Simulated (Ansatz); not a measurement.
Cost and result for the atomization energy of C3H7NSn, SMILES `CC1=N[CH]1[SnH3]` (12 atoms, 12 bonds).

Z-matrix (Å, degrees):
```
C
C 1 1.465
H 1 1.093 2 109.6
H 1 1.091 2 110.8 3 -121.1
H 1 1.093 2 109.9 3 117.5
N 2 1.246 1 141.4 3 121.2
C 2 1.449 1 148.9 3 -57.5
Sn 7 2.140 2 123.3 1 78.4
H 7 1.090 2 117.6 1 -81.6
H 8 1.710 7 108.0 2 8.7
H 8 1.711 7 110.3 2 -110.8
H 8 1.707 7 110.7 2 128.7
```

The species carries charge 0 and has multiplicity 1. Correlated methods include outer-core shells of Sn, which these sets cover unevenly. Sn: def2 effective core potential. All single points use the PBE0-D4/def2-TZVP geometry. Program: Ansatz. All runs use 4 threads of a server CPU on a shared host. Times are those of one run each, without the atoms' runs, and a repeat can differ threefold. Electronic energies, without spin–orbit coupling; frozen cores. CCSD(T)/CBS adds CCSD(T) − MP2 in def2-TZVPP to the MP2 limit, and its time is that of the two runs behind it. T1 = 0.013. With those shells the extrapolation isn't a true limit. B3LYP takes the VWN-RPA correlation (the form of Gaussian; ORCA's B3LYP/G).

CCSD(T)/CBS is a level of theory with its own doubt, some kJ/mol a heavy atom from the limit and from the frozen cores, so smaller differences don't rank the functionals.

```
                            level  functions  wall time  atomization (kcal/mol)  difference from CCSD(T)/CBS  per bond
           LDA (SPW92)/def2-TZVPP        272      0.9 s                  1172.8                        159.6      13.3
             revPBE-D4/def2-TZVPP        272      1.6 s                  1014.6                          1.4       0.1
  PBE-D4/def2-TZVPP (with forces)        272      1.8 s                  1041.1                         27.9       2.3
              BHLYP-D4/def2-TZVPP        272      2.1 s                   978.6                        -34.6      -2.9
          CAM-B3LYP-D4/def2-TZVPP        272      2.5 s                  1016.9                          3.7       0.3
            r2SCANh-D4/def2-TZVPP        272        3 s                  1005.9                         -7.3      -0.6
B3LYP-D4/def2-TZVPP (with forces)        272      3.4 s                  1013.0                         -0.2       0.0
                B2PLYP/def2-TZVPP        272      4.3 s                  1000.7                        -12.5      -1.0
                 CCSD(T)/def2-SVP        117      4.6 s                   958.8                        -54.4      -4.5
 ωB97M-V/def2-TZVPP (with forces)        272        7 s                  1015.3                          2.1       0.2
                   MP2/def2-QZVPP        520       18 s                  1013.0                         -0.2       0.0
               CCSD(T)/def2-TZVPP        272       83 s                   986.9                        -26.3      -2.2
                CCSD(T)/CBS(def2)          –      100 s                  1013.2                          0.0       0.0
```

Leaving LDA and LC-ωPBE aside and taking each functional with its dispersion term where it has one, the values spread over 62.4 kcal/mol, from BHLYP-D4 to PBE-D4. LDA lies +137.7 kcal/mol from PBE without D4, its usual overbinding. At CCSD(T), def2-SVP lies −54.5 kcal/mol from the extrapolated value and def2-TZVPP −26.4 kcal/mol: correlation converges slowly with the basis, and small sets miss more of it in the bonded molecule than in its fragments. From BLYP to BHLYP (50 % exact exchange), in def2-TZVPP and without D4, the atomization energy moves by −29.9 kcal/mol: exact exchange takes away binding that semilocal exchange gives to molecules.

Spin–orbit coupling would lower the free Sn atoms strongly, and the atomization energy with them, by more than many differences here. For some Ge, Se and Sn compounds the MP2-based and the directly extrapolated limit differ by 10 to 25 kJ/mol.
